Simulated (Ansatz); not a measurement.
# GeSiH4F (SMILES F[SiH][GeH3]): methods side by side

GeSiH4F has 7 atoms, charge 0, and is taken as a doublet. As SMILES, `F[SiH][GeH3]`. The shape was relaxed beforehand at wB97X-V/def2-SVP.

Quantity: the adiabatic ionisation energy (to the singlet cation, shapes relaxed at wB97X-V/def2-SVP, no zero-point term), in eV. The values are calculated.

| level | kind | program | value (eV) | CPU time (all runs) |
| --- | --- | --- | --- | --- |
| UHF/def2-TZVP | Hartree–Fock | Ansatz | 7.01 | 8.3 s |
| UPBE/def2-TZVP | GGA | Ansatz | 7.42 | 10 s |
| U-r2SCAN/def2-TZVP | meta-GGA | Ansatz | 7.58 | 22 s |
| UB3LYP/def2-TZVP | global hybrid | Ansatz | 7.46 | 14 s |
| UPBE0-D4/def2-TZVP | global hybrid | Ansatz | 7.51 | 12 s |
| U-wB97M-V/def2-TZVP | range-separated hybrid | Ansatz | 7.26 | 55 s |
| UMP2/def2-TZVP | perturbation theory | Ansatz | 7.26 | 13 s |

All-electron rows without a relativistic Hamiltonian named are non-relativistic. The values span 7.01 to 7.58 eV. In the correlated wave-function rows the outer d shell of Ge is correlated, in sets not made for it. Times are those of the runs behind each value, whatever else they computed, on shared processors of several kinds: orders of magnitude only.
